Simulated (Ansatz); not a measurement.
Start from `F[CH](S)[AlH][SiH3]` and change one atom or group to get `F[CH2][AlH][SiH3]`.

Ansatz, PBE0-D4/def2-TZVP geometries, multiplicity 1. Each molecule was computed in one conformer, which needn't be the lowest.

```tsv
property	`F[CH](S)[AlH][SiH3]`
HOMO–LUMO gap (ωB97M-V/def2-TZVPP) / eV	9.97
HOMO–LUMO gap (PBE/def2-TZVPP) / eV	4.29
HOMO energy (PBE/def2-TZVPP) / eV	-6.19
size of the dipole moment (ωB97M-V/def2-TZVPP) / D	0.87
HOMO–LUMO gap (B3LYP/def2-TZVPP) / eV	5.87
LUMO energy (PBE/def2-TZVPP) / eV	-1.90
```

(1) What does the change do to each property? (Best estimate.)

Answers

(1) The calculation gave: 
| property | `F[CH2][AlH][SiH3]` | shift |
| --- | --- | --- |
| HOMO–LUMO gap (ωB97M-V/def2-TZVPP) / eV | 9.22 | -0.75 |
| HOMO–LUMO gap (PBE/def2-TZVPP) / eV | 3.55 | -0.74 |
| HOMO energy (PBE/def2-TZVPP) / eV | -6.28 | -0.09 |
| size of the dipole moment (ωB97M-V/def2-TZVPP) / D | 1.70 | 0.83 |
| HOMO–LUMO gap (B3LYP/def2-TZVPP) / eV | 5.14 | -0.73 |
| LUMO energy (PBE/def2-TZVPP) / eV | -2.73 | -0.83 |

With PBE0 the HOMO falls by 0.10 eV and the LUMO falls by 0.80 eV, so the gap narrows by about 0.70 eV. PBE moves the HOMO by -0.09 eV and ωB97M-V by -0.03 eV. The zero-point energy changes by -1.3 kJ/mol with -3 modes. Dipoles are sizes alone; their direction can turn.

B3LYP here is the variant with VWN-RPA as its local correlation; programs differ in this.
